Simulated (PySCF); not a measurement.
## How methods differ on the ionisation energy of Ba⁴⁶⁺

Ba⁴⁶⁺ [Ne] (1S) → Ba⁴⁷⁺ [He] 2s2 2p5 (2P), as a difference of total energies. Calculation: PySCF 2.14, in an uncontracted even-tempered set (19 s from 23 bohr⁻², ratio 2.2; 12 p from 29 bohr⁻², ratio 2.2; 6 d from 120 bohr⁻², ratio 2.4; 5 f from 180 bohr⁻², ratio 2.4; 4 g from 270 bohr⁻², ratio 2.4); the spin-free X2C one-electron Hamiltonian (Gaussian nucleus). Correlated levels: nothing frozen; virtual orbitals above 40 to 60 times the deepest correlated orbital energy dropped. The calculations carry no spin-orbit coupling.

```csv
method,ionisation energy (eV)
UHF,8459.9
LDA,8456.0
PBE,8456.7
PBE0,8458.0
r2SCAN,8461.1
r2SCANh,8461.2
BLYP,8457.6
MP2 (all electrons),8461.7
SCS-MP2 (all electrons),8461.5
```

A first-order spin-orbit estimate (lowest level to lowest level, LS coupling) adds -126.1 eV.

For this ion Breit and QED terms and the two-electron picture change, all absent here, outweigh the differences among the correlated methods.

For comparison: 8326 ± 4 eV (theoretical estimate listed by NIST; NIST Atomic Spectra Database, ionization energies).
